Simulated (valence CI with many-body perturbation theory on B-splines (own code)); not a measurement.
# Energy levels of Pd⁴⁰⁺

Computed by relativistic CI+MBPT: four valence electrons over a frozen Dirac-Fock core [He], radial functions for each j: 11 s, 11 p, 10 d, 8 f, 5 g, 2 h, with the one-electron correlation potential Σ1 (screened to all orders), the two-electron term Σ2, the three-electron term Σ3, Breit, model QED; selected single and double excitations, second order for the rest, scaled by the run's own slope (own B-spline code, finite nucleus).

No measured spectrum was set against this ion. As an estimate, large intervals hold to a few tenths of a per cent, small ones and those within an open d or f shell to about a per cent. Among the levels kept, up to 940 cm⁻¹ of a level comes from second order outside the variational space, and about a tenth of that is noise between levels of different J, which matters for small intervals.

Levels 181 to 203 of 203, with energies above the lowest level, (2s^2 2p1/2^2) J=0. "Leading %" is the weight of the configuration and term that name the level; weights of strongly mixed levels are sums over their largest components and can fall short. In the jj column 3d3/2^4 stands for four electrons in 3d with j = 3/2. Lifetimes count E1, E2, E3, M1 and M2 decay at the calculated energies, and are blank where another channel may lead or the interval is too uncertain; long ones can be off by a factor of two.

```
No.  Configuration  Term  J  E (× 10³ cm⁻¹)  Leading %   Second component                  Leading jj  Lifetime
181         2p3.3s   3P°  1           33918         63    30 % 2p3.3s 1P°     2p1/2 2p3/2^2 3s (93 %)   50.1 fs
182      2s.2p2.3d    1D  2           33923         53  27 % 2s.2p2.3d 3D     2s 2p3/2^2 3d5/2 (88 %)   35.0 fs
183      2s.2p2.3d    3P  1           33943         47  33 % 2s.2p2.3d 1P     2s 2p3/2^2 3d5/2 (86 %)   3.81 fs
184         2p3.3p    3F  3           33988         40     27 % 2p3.3p 1F  2p1/2 2p3/2^2 3p1/2 (89 %)   39.6 fs
185      2s.2p2.3d    1D  2           34034         53  22 % 2s.2p2.3d 3P     2s 2p3/2^2 3d5/2 (81 %)   2.54 fs
186         2p3.3p    3P  2           34138         56     21 % 2p3.3p 1D  2p1/2 2p3/2^2 3p1/2 (96 %)   13.9 fs
187         2p3.3p    3D  1           34209         65     26 % 2p3.3p 1P  2p1/2 2p3/2^2 3p1/2 (82 %)   23.6 fs
188         2p3.3p    5P  3           34227         50     24 % 2p3.3p 3F  2p1/2 2p3/2^2 3p3/2 (98 %)   18.9 fs
189         2p3.3p    3P  2           34235         38     30 % 2p3.3p 3D  2p1/2 2p3/2^2 3p3/2 (98 %)   16.8 fs
190         2p3.3p    3P  0           34237         96                     2p1/2 2p3/2^2 3p3/2 (95 %)   15.6 fs
191         2p3.3p    1P  1           34349         40     36 % 2p3.3p 3D  2p1/2 2p3/2^2 3p3/2 (83 %)   16.2 fs
192         2p3.3p    3D  3           34367         67     29 % 2p3.3p 1F  2p1/2 2p3/2^2 3p3/2 (99 %)   18.8 fs
193         2p3.3p    3F  4           34373         98                     2p1/2 2p3/2^2 3p3/2 (98 %)   20.4 fs
194         2p3.3p    3P  0           34440         65     34 % 2p3.3p 1S  2p1/2 2p3/2^2 3p1/2 (94 %)   13.5 fs
195         2p3.3p    3P  1           34496         74     18 % 2p3.3p 1P  2p1/2 2p3/2^2 3p3/2 (98 %)   16.9 fs
196         2p3.3p    1D  2           34577         52     28 % 2p3.3p 3P  2p1/2 2p3/2^2 3p3/2 (98 %)   18.2 fs
197         2p3.3d   3D°  1           34603         47    39 % 2p3.3d 5D°  2p1/2 2p3/2^2 3d3/2 (96 %)   40.4 fs
198         2p3.3d   3F°  2           34611         40    36 % 2p3.3d 5D°  2p1/2 2p3/2^2 3d3/2 (96 %)   40.5 fs
199         2p3.3d   5D°  0           34618         48    34 % 2p3.3d 1S°  2p1/2 2p3/2^2 3d3/2 (94 %)   36.8 fs
200         2p3.3d   3G°  3           34647         31    28 % 2p3.3d 5D°  2p1/2 2p3/2^2 3d3/2 (89 %)   25.3 fs
201         2p3.3p    3P  1           34674         47     29 % 2p3.3p 3S  2p1/2 2p3/2^2 3p3/2 (98 %)   17.1 fs
202         2p3.3p    3D  2           34689         51     30 % 2p3.3p 1D  2p1/2 2p3/2^2 3p3/2 (97 %)   17.4 fs
203         2p3.3d   5D°  4           34699         49    35 % 2p3.3d 3G°  2p1/2 2p3/2^2 3d5/2 (96 %)   1.37 ps
```
